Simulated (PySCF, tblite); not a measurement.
A set of runs on `C[C](=O)[GeH2][Cl]`; the geometry of each is named by its level. Settings lines and outputs come from a driver script.

Species: C2H5ClGeO.
Atom-mapped SMILES: `[CH3:1][C:2](=[O:3])[GeH2:4][Cl:5]` (hydrogens: H6, H7, H8 on C1; H9, H10 on Ge4)

Step 1: GFN2-xTB geometry optimisation, gas phase (tblite 0.8.0) (from a force-field or distance-geometry start)
```json
{"job": {"kind": "relax", "xc": "GFN2-xTB", "basis": "xTB"}, "charge": 0, "multiplicity": 1}
```
```
step      E/eV     max force
  0    -472.95017    1.958
  1    -473.05746    1.911
  2    -473.10608    0.675
...
115    -473.28721    0.015
116    -473.28723    0.015
117    -473.28725    0.013
118    -473.28727    0.011
119    -473.28729    0.009
```

Energy lowered by 7.8 kcal/mol over 119 steps; largest atomic force 0.009 eV/Å at the end. «max force» is the largest atomic force in eV/Å.

Hardware: Intel Xeon 6975P-C, one thread, shared host with 192 logical CPUs at a one-minute load of 98. Cost: 0.42 s of wall time.

Step 2: GFN2-xTB harmonic vibrations, gas phase (tblite 0.8.0) (on the GFN2-xTB geometry)
```json
{"job": {"kind": "ir", "xc": "GFN2-xTB", "basis": "xTB"}, "charge": 0, "multiplicity": 1}
```
```
(table of modes left out)
```

24 modes from 26 to 3034 cm⁻¹ (unscaled, harmonic); zero-point energy 37.5 kcal/mol; all wavenumbers are real at this level.

The run took 0.18 s on an Intel Xeon 6975P-C with one thread, shared host with 192 logical CPUs at a one-minute load of 98.

Step 3: PBE0-D3(BJ)/def2-SVP geometry optimisation, gas phase (PySCF 2.14.0) (from the GFN2-xTB geometry)
```json
{"job": {"xc": "PBE0", "basis": "def2-SVP", "d3": "d3bj", "grid": 1, "shake": 0.01, "kind": "geom"}, "charge": 0, "multiplicity": 1}
```
```
step   0  E = -2690.56740375  max force = 0.026630
step   1  E = -2690.57214191  max force = 0.010208
step   2  E = -2690.57268879  max force = 0.004653
step   3  E = -2690.57282911  max force = 0.003329
...
step  10  E = -2690.57421154  max force = 0.003593
step  11  E = -2690.57480312  max force = 0.001881
step  12  E = -2690.57491596  max force = 0.000551
step  13  E = -2690.57491493  max force = 0.000420
optimisation converged
```

Final energy -2690.57491 Eh after 13 steps; dipole 0.73 D. Energies in Eh; «max force» is the largest Cartesian gradient component in Eh/bohr.

On one thread of an Intel Xeon 6975P-C, on a shared host, this took 53 s and 0.50 GiB of memory at its peak.

Step 4: TDDFT wB97X-D/def2-SVPD, vertical, gas phase, core orbitals frozen in the response (PySCF 2.14.0, density-fitted response routines) (on the PBE0-D3(BJ)/def2-SVP geometry)
```json
{"job": {"kind": "uv", "xc": "wB97X-D", "basis": "def2-SVPD", "ip": true, "dynamic": true}, "charge": 0, "multiplicity": 1}
```
```
...
Static polarisability (au): isotropic 72.330, principal 57.416 74.799 84.774
Singlet excitations
state   eV       nm        f      main configurations
  1   3.7062    334.5   0.00119   H->L 0.95
  2   6.0934    203.5   0.01764   H->L+1 0.88
  3   6.7844    182.7   0.03629   H->L+2 0.88
  4   7.1584    173.2   0.00894   H-1->L 0.74, H->L+3 0.12
  5   7.2365    171.3   0.01848   H-1->L+1 0.83
  6   7.4571    166.3   0.15434   H->L+3 0.36, H-2->L 0.28, H-1->L 0.11
  7   7.4723    165.9   0.10848   H-2->L 0.41, H->L+3 0.26, H-6->L 0.09
  8   7.7567    159.8   0.01876   H-2->L+1 0.73, H->L+4 0.09
  9   8.0207    154.6   0.02513   H->L+4 0.41, H-6->L 0.22, H-4->L 0.12
 10   8.0238    154.5   0.02213   H->L+4 0.36, H-6->L 0.22, H-4->L 0.11
Triplet excitations (Tamm-Dancoff, eV): 3.1301 5.7276 5.9544 6.5620
Vertical ionisation energy (delta-SCF) = 9.4165 eV
```

HOMO -9.15 eV, LUMO 0.31 eV; lowest singlet 3.71 eV; lowest triplet 3.13 eV (Tamm–Dancoff); mean polarisability 72.3 au.

Time: 34 s wall; peak memory 0.80 GiB. Hardware: one thread of an Intel Xeon 6975P-C, no GPU, shared host.

Step 5: core-valence-separated TDA BHandHLYP/aug-pcX-1 H:pcseg-1 Ge:def2-SVPD Cl:def2-SVPD, K edges, non-relativistic, gas phase (PySCF 2.14.0, density-fitted response routines) (on the PBE0-D3(BJ)/def2-SVP geometry)
```json
{"job": {"kind": "xas", "xc": "BHandHLYP", "basis": {"default": "aug-pcX-1", "H": "pcseg-1", "Ge": "def2-SVPD", "Cl": "def2-SVPD"}}, "charge": 0, "multiplicity": 1}
```
```
...
C K edge
   eV          f      from atoms
  283.121   0.07719   C1
  284.379   0.00042   C0
  285.852   0.00969   C0
  286.454   0.03771   C0
  286.561   0.02259   C0
  286.883   0.00331   C0
  287.138   0.01988   C0
  287.448   0.00271   C0
  287.759   0.04289   C1
  288.119   0.00109   C0
  288.481   0.00073   C0
  288.582   0.00722   C0
O K edge
   eV          f      from atoms
  528.416   0.05154   O2
  533.615   0.00650   O2
  534.271   0.00352   O2
  534.706   0.00212   O2
  535.261   0.00035   O2
  535.421   0.00086   O2
...
```

Lowest C 1s excitation 283.1 eV; lowest O 1s excitation 528.4 eV; the energies are raw, with no shift to experiment and no relativistic term. The log counts atoms from 0, this text from 1.

Time: 11 s wall; peak memory 0.72 GiB. Hardware: one thread, Intel Xeon 6975P-C (x86_64), shared host with 192 logical CPUs at a one-minute load of 98.

Geometry of the electronic-property runs (PBE0-D3(BJ)/def2-SVP):
```
atom  x, y, z in Å
C1    -1.4441    0.1094    0.4141
C2    -0.3271   -0.7284   -0.1243
O3    -0.4311   -1.8889   -0.4331
Ge4    1.5019    0.0551   -0.3808
Cl5    1.5130    2.1189    0.3009
H6    -1.1643    0.5084    1.4024
H7    -1.5949    0.9874   -0.2350
H8    -2.3670   -0.4826    0.4838
H9     2.5271   -0.7199    0.4582
H10    1.8724    0.0481   -1.8704
```

 (This holds for the electronic-property runs.)

One conformer stands for the species.

Note: wB97X-D ran without an empirical dispersion term, which enters the total energy and its gradient alone.
